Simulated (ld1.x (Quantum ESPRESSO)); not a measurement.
**Which setting gave this result? (Ir (Z = 77), TM semilocal)**

Base potential:

Ir, norm-conserving Troullier–Martins (semilocal form), made with ld1.x (Quantum ESPRESSO) 7.5 (PBE, scalar-relativistic). Core [Kr] 4d10 4f14, reference 5s2 5p6 5d7 6s0 6p0 (charge +2). Waves: 5s (bound): rc 1.45 bohr; 5d (bound): rc 2.05 bohr; 5f channel at 0.25 Ry: rc 1.90 bohr; 5p (bound): rc 1.75 bohr. Local part: the p channel. Core correction: a·sin(br)/r model core inside 0.70 bohr.

Cutoffs, loose and tight: the cutoffs (Ry, on a coarse ladder) from which the occupation-weighted sum of valence levels, in a spherical-Bessel basis at the reference potential, stays within 10 and 1 mRy of its value at 400 Ry. They do not see the model core or the augmentation charge, which bear on the density cutoff. Test errors are all-electron minus pseudo excitation energies from the reference, over the configurations 5s2 5p6 5d7 6s2 6p0; 5s2 5p6 5d7 6s1 6p0; 5s2 5p6 5d6 6s0 6p0; 5s2 5p6 5d7.5 6s1.5 6p0; 5s2 5p5 5d7 6s2 6p0; 5s2 5p6 5d8 6s1 6p0; 5s2 5p6 5d7 6s1.5 6p0; variants that change the core or the reference have their own tests. The largest error is taken over the tests solved by every variant that gives reliable tests at all, those not shown here included: 5s2 5p6 5d6 6s0 6p0; 5s2 5p6 5d7 6s1.5 6p0; 5s2 5p6 5d7.5 6s1.5 6p0.

Only the scale of all radii but the core radius (base = 1) is moved:

| scale of all radii but the core radius (base = 1) | cutoff, loose | cutoff, tight | bound ghosts | largest test error (meV) |
| --- | --- | --- | --- | --- |
| 0.74 | 140 Ry | 230 Ry | none | +255 |
| 0.98 | 80 Ry | 140 Ry | none | +3705 |
| 1.13 | 45 Ry | 70 Ry | none | +5564 |
| 1.23 | 35 Ry | 60 Ry | s | -9932 |
| 1.35 | 35 Ry | 55 Ry | s | +11145 |

One more run gave cutoff, loose: 90 Ry; cutoff, tight: 160 Ry; bound ghosts: none; largest test error (meV): +1191. Which value of the scale of all radii but the core radius (base = 1) was used?

0.93. The tight cutoff moves one way along this sweep, from 230 Ry at 0.74 to 55 Ry at 1.35, which places the run between 0.74 and 0.98.
